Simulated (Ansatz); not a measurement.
Cost and result for the atomization energy of C2H6OSi2, SMILES `OC1=C[SiH2][SiH2]1` (11 atoms, 11 bonds).

Cartesian coordinates in Å:
```
O 2.283 0.313 -0.225
C 0.958 0.113 -0.122
C 0.161 -0.604 -0.950
Si -1.536 -0.448 -0.202
Si -0.183 0.787 1.229
H 2.620 -0.142 -1.007
H 0.527 -1.124 -1.836
H -2.149 -1.715 0.284
H -2.550 0.255 -1.037
H 0.136 0.295 2.596
H -0.266 2.272 1.271
```

The species carries charge 0 and has multiplicity 1. The structure was optimised at the PBE0-D4/def2-TZVP level. It is one conformer, not always the lowest. Program: Ansatz. All runs use 4 threads of an Intel Xeon Platinum 8488C on a shared host. Times are those of one run each, without the atoms' runs, and a repeat can differ threefold. Electronic energies, without spin–orbit coupling; frozen cores. CCSD(T)/CBS adds CCSD(T) − MP2 in def2-TZVPP to the MP2 limit, and its time is that of the two runs behind it. T1 = 0.014.

CCSD(T)/CBS is a level of theory with its own doubt, some kJ/mol a heavy atom from the limit and from the frozen cores, so smaller differences don't rank the functionals.

```tsv
level	functions	wall time	atomization (kcal/mol)	difference from CCSD(T)/CBS	per bond
revPBE-D4/def2-TZVPP	261	1.4 s	953.2	-3.7	-0.3
BLYP-D4/def2-TZVPP	261	1.6 s	952.4	-4.5	-0.4
PBE-D4/def2-TZVPP (with forces)	261	1.9 s	975.6	18.7	1.7
PBE0-D4/def2-TZVPP	261	2.2 s	959.0	2.1	0.2
BHLYP-D4/def2-TZVPP	261	2.3 s	927.8	-29.1	-2.6
CAM-B3LYP-D4/def2-TZVPP	261	2.6 s	957.7	0.8	0.1
CCSD(T)/def2-SVP	108	2.8 s	896.9	-60.0	-5.4
r2SCANh-D4/def2-TZVPP	261	3.3 s	954.6	-2.3	-0.2
ωB97X-V/def2-TZVPP	261	5 s	962.4	5.5	0.5
ωB97M-V/def2-TZVPP (with forces)	261	7 s	959.2	2.3	0.2
MP2/def2-QZVPP	491	16 s	960.5	3.6	0.3
CCSD(T)/def2-TZVPP	261	72 s	929.8	-27.1	-2.5
CCSD(T)/CBS(def2)	–	88 s	956.9	0.0	0.0
```

The D4 term adds +10.5 kcal/mol with B3LYP and +5.5 kcal/mol with PBE0; it sums over pairs of atoms, weighted by their polarisabilities, and B3LYP, whose exchange is more repulsive, gets the larger term. In def2-TZVPP, CCSD(T) changes the Hartree–Fock value by +240.7 kcal/mol (the triples alone add +16.3 kcal/mol) and MP2 by +255.3 kcal/mol; breaking electron pairs costs correlation energy, which Hartree–Fock lacks. From r2SCAN to r2SCAN0 (25 % exact exchange), in def2-TZVPP and without D4, the atomization energy moves by −15.7 kcal/mol: exact exchange takes away binding that semilocal exchange gives to molecules.

B3LYP here is the variant with VWN-RPA as its local correlation; programs differ in this.
